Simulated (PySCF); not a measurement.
C2H9AsGa (SMILES [CH3][Ga+]([CH3])<-[AsH3]), charge +1, singlet, geometry from GFN2-xTB (such geometries of metal compounds can be far from the true shape); DF-B3LYP5/STO-3G run with PySCF.

Here is a job for PySCF.
```python
from pyscf import gto, scf, dft

mol = gto.M(
    atom='''
Ga   -0.043402    1.185008    0.334711
C     1.512558    1.852714   -0.812236
H     2.412471    1.289721   -0.543432
H     1.681333    2.920374   -0.644268
H     1.272462    1.678753   -1.866255
C    -1.617068    1.034383    1.632201
H    -2.494869    0.681342    1.081120
H    -1.833167    2.006082    2.085894
H    -1.359497    0.311482    2.413279
As    0.061531   -1.682306   -0.477728
H     0.509172   -2.760117    0.444783
H     0.886502   -2.209876   -1.596771
H    -1.132389   -2.459490   -0.905152
''',
    basis='sto-3g',
    charge=1,
    spin=0,
    verbose=4,
)

mf = dft.RKS(mol)
mf.xc = 'b3lyp5'
mf = mf.density_fit(auxbasis='def2-universal-jkfit')
mf.kernel()
```

### Question
What does PySCF print? Leave out banner, timings and long lists.

### Answer

```
PySCF version 2.14.0

[INPUT] verbose = 4
[INPUT] num. atoms = 13
[INPUT] num. electrons = 84
[INPUT] charge = 1
[INPUT] spin (= nelec alpha-beta = 2S) = 0
[INPUT] symmetry False subgroup None
[INPUT] Mole.unit = angstrom
[INPUT] Symbol           X                Y                Z      unit          X                Y                Z       unit  Magmom
[INPUT]  1 Ga    -0.043402000000   1.185008000000   0.334711000000 AA   -0.082017893258   2.239340575419   0.632512120879 Bohr   0.0
[INPUT]  2 C      1.512558000000   1.852714000000  -0.812236000000 AA    2.858320367520   3.501122047147  -1.534903588512 Bohr   0.0
[INPUT]  3 H      2.412471000000   1.289721000000  -0.543432000000 AA    4.558909473456   2.437219467100  -1.026937647325 Bohr   0.0
[INPUT]  4 H      1.681333000000   2.920374000000  -0.644268000000 AA    3.177258894193   5.518707041301  -1.217490070821 Bohr   0.0
[INPUT]  5 H      1.272462000000   1.678753000000  -1.866255000000 AA    2.404604683916   3.172383400792  -3.526710828600 Bohr   0.0
[INPUT]  6 C     -1.617068000000   1.034383000000   1.632201000000 AA   -3.055815644798   1.954700577906   3.084412870241 Bohr   0.0
[INPUT]  7 H     -2.494869000000   0.681342000000   1.081120000000 AA   -4.714619126668   1.287549777163   2.043020707790 Bohr   0.0
[INPUT]  8 H     -1.833167000000   2.006082000000   2.085894000000 AA   -3.464183570591   3.790945563420   3.941768384874 Bohr   0.0
[INPUT]  9 H     -1.359497000000   0.311482000000   2.413279000000 AA   -2.569076997168   0.588615672732   4.560436372164 Bohr   0.0
[INPUT] 10 As     0.061531000000  -1.682306000000  -0.477728000000 AA    0.116276738171  -3.179097597713  -0.902775082036 Bohr   0.0
[INPUT] 11 H      0.509172000000  -2.760117000000   0.444783000000 AA    0.962195630297  -5.215865201756   0.840518054862 Bohr   0.0
[INPUT] 12 H      0.886502000000  -2.209876000000  -1.596771000000 AA    1.675245988879  -4.176060409249  -3.017459873648 Bohr   0.0
[INPUT] 13 H     -1.132389000000  -2.459490000000  -0.905152000000 AA   -2.139905076470  -4.647762506107  -1.710489381102 Bohr   0.0

nuclear repulsion = 478.911839239786
number of shells = 31
number of NR pGTOs = 165
number of NR cGTOs = 55
basis = sto-3g
ecp = {}

******** <class 'pyscf.df.df_jk.DFRKS'> ********
method = DFRKS
initial guess = minao
damping factor = 0
level_shift factor = 0
DIIS = <class 'pyscf.scf.diis.CDIIS'>
diis_start_cycle = 1
diis_space = 8
diis_damp = 0
SCF conv_tol = 1e-09
SCF conv_tol_grad = None
SCF max_cycles = 50
direct_scf = False
XC library pyscf.dft.libxc version 7.1.2
    S. Lehtola, C. Steigemann, M. J. T. Oliveira, and M. A. L. Marques,  SoftwareX 7, 1–5 (2018)
XC functionals = b3lyp5
    P. A. M. Dirac,  Math. Proc. Cambridge Philos. Soc. 26, 376 (1930)
    F. Bloch,  Z. Phys. 57, 545 (1929)
    A. D. Becke,  Phys. Rev. A 38, 3098 (1988)
    C. Lee, W. Yang, and R. G. Parr,  Phys. Rev. B 37, 785 (1988)
    B. Miehlich, A. Savin, H. Stoll, and H. Preuss,  Chem. Phys. Lett. 157, 200 (1989)
    S. H. Vosko, L. Wilk, and M. Nusair,  Can. J. Phys. 58, 1200 (1980)
radial grids:
    Treutler-Ahlrichs [JCP 102, 346 (1995); DOI:10.1063/1.469408] (M4) radial grids

becke partition: Becke, JCP 88, 2547 (1988); DOI:10.1063/1.454033
pruning grids: <function nwchem_prune>
grids dens level: 3
symmetrized grids: False
atomic radii adjust function: <function treutler_atomic_radii_adjust>
small_rho_cutoff = 0
Set gradient conv threshold to 3.16228e-05
Initial guess from minao.
tot grids = 157840
******** <class 'pyscf.df.df.DF'> ********
auxbasis = def2-universal-jkfit
init E= -4187.98064179705
  HOMO = -0.628959646449261  LUMO = -0.424802508192898  gap/eV = 5.55540
cycle= 1 E= -4192.73396566257  delta_E= -4.75  |g|= 0.654  |ddm|= 3.81
  HOMO = 0.0865894724161514  LUMO = 0.179538231490544  gap/eV = 2.52926
cycle= 2 E= -4150.5901433295  delta_E= 42.1  |g|= 6.06  |ddm|= 9.36
  HOMO = -0.3258426804107  LUMO = -0.206085951168467  gap/eV = 3.25875
cycle= 3 E= -4192.81850293064  delta_E= -42.2  |g|= 0.539  |ddm|= 9.38
  HOMO = -0.349466865276991  LUMO = -0.213739111960675  gap/eV = 3.69334
cycle= 4 E= -4192.93641803812  delta_E= -0.118  |g|= 0.255  |ddm|= 0.848
  HOMO = -0.376128408583253  LUMO = -0.234524063624001  gap/eV = 3.85325
cycle= 5 E= -4192.93747937476  delta_E= -0.00106  |g|= 0.265  |ddm|= 0.167
  HOMO = -0.392649591694639  LUMO = -0.231808377782987  gap/eV = 4.37671
cycle= 6 E= -4192.93328162744  delta_E= 0.0042  |g|= 0.278  |ddm|= 0.0672
  HOMO = -0.395253469050375  LUMO = -0.232587397868971  gap/eV = 4.42637
cycle= 7 E= -4192.9313568577  delta_E= 0.00192  |g|= 0.284  |ddm|= 0.0162
  HOMO = -0.360017767326601  LUMO = -0.221350366234713  gap/eV = 3.77333
cycle= 8 E= -4192.95183364503  delta_E= -0.0205  |g|= 0.219  |ddm|= 0.231
  HOMO = -0.346828183614125  LUMO = -0.221400204080012  gap/eV = 3.41307
cycle= 9 E= -4192.96096199508  delta_E= -0.00913  |g|= 0.17  |ddm|= 0.119
  HOMO = -0.325462614377939  LUMO = -0.214158494513538  gap/eV = 3.02874
cycle= 10 E= -4192.96917652263  delta_E= -0.00821  |g|= 0.111  |ddm|= 0.163
  HOMO = -0.301223659403291  LUMO = -0.208579622924623  gap/eV = 2.52097
cycle= 11 E= -4192.97406616478  delta_E= -0.00489  |g|= 0.0339  |ddm|= 0.178
  HOMO = -0.292573444135557  LUMO = -0.207464598197737  gap/eV = 2.31593
cycle= 12 E= -4192.97453176419  delta_E= -0.000466  |g|= 0.00342  |ddm|= 0.0664
  HOMO = -0.292892416567255  LUMO = -0.207711506434741  gap/eV = 2.31789
cycle= 13 E= -4192.97455179259  delta_E= -2e-05  |g|= 0.00319  |ddm|= 0.0209
  HOMO = -0.29196239326941  LUMO = -0.207479857471278  gap/eV = 2.29889
cycle= 14 E= -4192.97457802315  delta_E= -2.62e-05  |g|= 0.00138  |ddm|= 0.0283
  HOMO = -0.292524998738138  LUMO = -0.20735899592394  gap/eV = 2.31748
cycle= 15 E= -4192.97461871028  delta_E= -4.07e-05  |g|= 0.00121  |ddm|= 0.0649
  HOMO = -0.293459767821474  LUMO = -0.207325164680359  gap/eV = 2.34384
cycle= 16 E= -4192.97463874813  delta_E= -2e-05  |g|= 0.00154  |ddm|= 0.0651
  HOMO = -0.294200299593904  LUMO = -0.207399824618547  gap/eV = 2.36196
cycle= 17 E= -4192.9746404598  delta_E= -1.71e-06  |g|= 0.000596  |ddm|= 0.00861
  HOMO = -0.294345348007529  LUMO = -0.207391199889219  gap/eV = 2.36614
cycle= 18 E= -4192.97464151728  delta_E= -1.06e-06  |g|= 7.36e-05  |ddm|= 0.0155
  HOMO = -0.294396949186957  LUMO = -0.207384693649339  gap/eV = 2.36772
cycle= 19 E= -4192.97464153051  delta_E= -1.32e-08  |g|= 7.52e-05  |ddm|= 0.00258
  HOMO = -0.294411685016058  LUMO = -0.207392838046179  gap/eV = 2.36790
cycle= 20 E= -4192.97464153292  delta_E= -2.41e-09  |g|= 6.22e-05  |ddm|= 0.00106
  HOMO = -0.294406507657646  LUMO = -0.207389856185326  gap/eV = 2.36784
cycle= 21 E= -4192.97464153535  delta_E= -2.44e-09  |g|= 1.18e-05  |ddm|= 0.000451
  HOMO = -0.294403619531715  LUMO = -0.207389183530164  gap/eV = 2.36778
cycle= 22 E= -4192.97464153564  delta_E= -2.86e-10  |g|= 3.93e-06  |ddm|= 9.68e-05
  HOMO = -0.294402653569756  LUMO = -0.207389161894559  gap/eV = 2.36776
Extra cycle  E= -4192.97464153576  delta_E= -1.25e-10  |g|= 5.13e-06  |ddm|= 6.27e-05
converged SCF energy = -4192.97464153576
```
